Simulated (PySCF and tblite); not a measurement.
Values are calculated unless marked as measured or tabulated.
System: C₄H₅FO₃, numbered as in [CH3:1][O:2][C:3](=[O:4])/[CH:5]=[C:6](/[OH:7])[F:8].

For the rotation about the C6–O7 bond (torsion C5–C6–O7–H from 180° to 360°, rising): electronic barrier 4.54 kcal/mol, zero-point change -0.66 kcal/mol, thermal and entropy terms at 400 K a further 0.21 kcal/mol (symmetry numbers apart). The minimum is Cs, the saddle C1. Geometries: GFN2-xTB; energies: PBE0/pcSseg-1 + D3(BJ), IEF-PCM acetonitrile; zero-point and thermal terms from GFN2-xTB harmonic modes (soft modes blended into free rotors). Rates follow Eyring's equation with the number of equivalent paths and no tunnelling. Programs: tblite and PySCF.

Task: How many equivalent paths lead out of the minimum?

Result: 2: the symmetry number of the minimum is 1, that of the saddle displaced along its mode 1, and the displaced saddle is chiral while the minimum is not, which doubles the count.

Task: Work out the rate at 400 K.

Result: ΔG‡ = 4.09 kcal/mol; k_B T/h = 8.3×10¹² s⁻¹; exp(−ΔG‡/RT) = 0.0058; times 2 gives k = 9.8×10¹⁰ s⁻¹. Wigner's tunnelling factor for the 449i cm⁻¹ mode would be 1.11.
